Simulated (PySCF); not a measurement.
Delta-SCF ions had no search for a lower state. Excitations are Tamm–Dancoff values on a coarser integration grid. The basis has no diffuse functions, so Rydberg states are missing or too high.

Cartesian coordinates (Å):
```xyz
7

C      2.3768    -0.7625     0.4042
N      1.3361    -0.2676     0.1924
Si    -0.2164     0.4670    -0.1000
O     -1.3352    -0.6754    -0.4065
H     -0.5132     1.2519     1.1176
H     -0.1003     1.2940    -1.3119
H     -1.5774    -1.2959     0.2824
```
Charge 0, spin multiplicity 1.

Question: Predict the brightest of the four lowest singlets (TDA), S1 excitation (TDA), total energy, S1 oscillator strength, T1 excitation (TDA), vertical ionisation energy (Delta-SCF), S1–T1 gap (TDA) and LUMO from PBE0-D4/def2-TZVP (PySCF).

Answer: 
```yaml
brightest of the four lowest singlets (TDA): 7.60 eV
S1 excitation (TDA): 7.06 eV
total_energy: -12494.77 eV
S1 oscillator strength: 0.040
T1 excitation (TDA): 5.16 eV
vertical ionisation energy (Delta-SCF): 11.35 eV
S1–T1 gap (TDA): 1.89 eV
LUMO: -0.73 eV
```
